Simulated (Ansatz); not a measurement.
Cost and result for the atomization energy of C₃H₇B₂Cl (`C=CB(C)BCl`) (13 atoms, 12 bonds).

```tsv
atom	x (Å)	y (Å)	z (Å)
C1	1.785	-0.537	1.073
C2	1.186	-0.483	-0.121
B3	-0.229	0.127	-0.315
C4	-1.296	0.114	0.834
B5	-0.643	0.784	-1.800
Cl6	-1.332	-0.278	-3.019
H7	1.274	-0.224	1.979
H8	2.812	-0.868	1.195
H9	1.776	-0.791	-0.983
H10	-2.024	-0.665	0.565
H11	-1.875	1.038	0.905
H12	-0.907	-0.146	1.822
H13	-0.528	1.928	-2.134
```

Total charge 0; spin multiplicity 1. The structure was optimised at the PBE0-D4/def2-TZVP level. It is one conformer, not always the lowest. Program: Ansatz. All runs use 4 threads of an Arm Neoverse V2 on a shared host. Times are those of one run each, without the atoms' runs, and a repeat can differ threefold. Electronic energies, without spin–orbit coupling; frozen cores. CCSD(T)/CBS adds CCSD(T) − MP2 in def2-TZVPP to the MP2 limit, and its time is that of the two runs behind it. T1 = 0.012. B3LYP takes the VWN-RPA correlation (the form of Gaussian; ORCA's B3LYP/G).

CCSD(T)/CBS is a level of theory with its own doubt, some kJ/mol a heavy atom from the limit and from the frozen cores, so smaller differences don't rank the functionals.

```
                             level  functions  wall time
   PBE-D4/def2-TZVPP (with forces)        295      3.4 s
                PBE0-D4/def2-TZVPP        295        4 s
r2SCAN-D4/def2-TZVPP (with forces)        295      6.5 s
 B3LYP-D4/def2-TZVPP (with forces)        295        7 s
                 B2PLYP/def2-TZVPP        295      8.5 s
                ωB97X-V/def2-TZVPP        295       10 s
  ωB97M-V/def2-TZVPP (with forces)        295       14 s
                    MP2/def2-QZVPP        565       46 s
                CCSD(T)/def2-TZVPP        295     14 min
                 CCSD(T)/CBS(def2)          –     15 min
```

What atomization energy does each give, and how far from CCSD(T)/CBS? (Estimate.)

Ansatz gave: 
| level | atomization (kJ/mol) | difference from CCSD(T)/CBS | per bond |
| --- | --- | --- | --- |
| PBE-D4/def2-TZVPP (with forces) | 5262.7 | 149.2 | 12.4 |
| PBE0-D4/def2-TZVPP | 5197.8 | 84.3 | 7.0 |
| r2SCAN-D4/def2-TZVPP (with forces) | 5183.1 | 69.6 | 5.8 |
| B3LYP-D4/def2-TZVPP (with forces) | 5155.1 | 41.6 | 3.5 |
| B2PLYP/def2-TZVPP | 5100.2 | -13.3 | -1.1 |
| ωB97X-V/def2-TZVPP | 5142.3 | 28.8 | 2.4 |
| ωB97M-V/def2-TZVPP (with forces) | 5160.6 | 47.1 | 3.9 |
| MP2/def2-QZVPP | 5160.3 | 46.8 | 3.9 |
| CCSD(T)/def2-TZVPP | 5007.0 | -106.5 | -8.9 |
| CCSD(T)/CBS(def2) | 5113.5 | 0.0 | 0.0 |

The D4 term adds +43.7 kJ/mol with B3LYP and +23.4 kJ/mol with PBE0; it sums over pairs of atoms, weighted by their polarisabilities, and B3LYP, whose exchange is more repulsive, gets the larger term. From PBE to PBE0 (25 % exact exchange), in def2-TZVPP and without D4, the atomization energy moves by −61.0 kJ/mol: exact exchange takes away binding that semilocal exchange gives to molecules. In def2-TZVPP, CCSD(T) changes the Hartree–Fock value by +1044.4 kJ/mol (the triples alone add +70.7 kJ/mol) and MP2 by +1135.6 kJ/mol; breaking electron pairs costs correlation energy, which Hartree–Fock lacks.
